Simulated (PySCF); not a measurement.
Level of theory: PBE-D3(BJ)/def2-TZVP // r2SCAN-D4/def2-TZVP run with PySCF 2.14.0. Isolated molecules, 0 K electronic values unless said otherwise. One relaxed conformer stands for a flexible species; it need not be the lowest. Excitations are Tamm–Dancoff values on a coarser integration grid. The basis has no diffuse functions, so Rydberg states are missing or too high.

Reference species (SMILES): `BrB(Br)Br` (neutral, multiplicity 1).

```yaml
S1 excitation (TDA): 4.16 eV
HOMO–LUMO gap: 4.08 eV
LUMO: -2.94 eV
S1 oscillator strength: 0.000
```

Changed species: `SB(Br)S` (H–S–B–Br torsion -180°, Br–B–S–H torsion 180°) (2 of 3 Br replaced by SH; the reference has 0 of 3 Br replaced by SH).

### Question
Give the shifts of the S1 excitation (TDA), HOMO–LUMO gap, LUMO and S1 oscillator strength.

### Answer
the S1 excitation (TDA) rises by 1.06 eV, to 5.22 eV; the HOMO–LUMO gap rises by 0.59 eV, to 4.67 eV; the LUMO goes up by 0.93 eV, to -2.01 eV; the S1 oscillator strength is nearly the same.
